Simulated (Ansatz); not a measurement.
Computed with Ansatz on PBE0-D4/def2-TZVP structures; ΔE is electronic, products minus reactants. CBS: MP2 limit from def2 TZ/QZ plus the TZ coupled-cluster correction, frozen cores. DFT in def2-TZVPP. B3LYP here is the variant with VWN-RPA as its local correlation; programs differ in this. For Ge outer-core shells are correlated without core-valence functions, which leaves a few kJ/mol of doubt a bond. Scalar relativity is left out up to krypton. Each species was taken in one conformer, which may not be the lowest.

`[F][GeH2][O][GeH3]` + `C=C[SiH3]` → `C=[C]([SiH3])[GeH3]` + `[OH][GeH2][F]`  (formal exchange of groups at a Ge–O bond)

```csv
level,ΔE (kJ/mol),difference from CCSD(T)/CBS
PBE-D4,31.9,-6.4
r2SCAN-D4,40.9,2.6
PBE0-D4,34.6,-3.7
ωB97X-V,44.4,6.1
ωB97M-V,41.3,3.0
PBE,34.6,-3.7
r2SCAN,41.7,3.4
PBE0,37.0,-1.3
B3LYP,47.6,9.3
HF/def2-TZVPP,63.9,25.6
MP2/def2-TZVPP,37.7,-0.6
SCS-MP2/def2-TZVPP,44.8,6.5
CCSD/def2-TZVPP,43.3,5.0
CCSD(T)/def2-TZVPP,40.5,2.2
SCS-MP2/def2-QZVPP,44.4,6.1
HF/CBS(def2),66.1,27.8
CCSD(T)/CBS,38.3,0
```

Largest T1 diagnostic among the species: 0.012.

The D4 term adds −4.4 kJ/mol with B3LYP and −2.4 kJ/mol with PBE0; it sums over pairs of atoms, weighted by their polarisabilities, and B3LYP, whose exchange is more repulsive, gets the larger term. In def2-TZVPP, CCSD(T) changes the Hartree–Fock value by −23.4 kJ/mol (the triples alone add −2.8 kJ/mol) and MP2 by −26.2 kJ/mol.
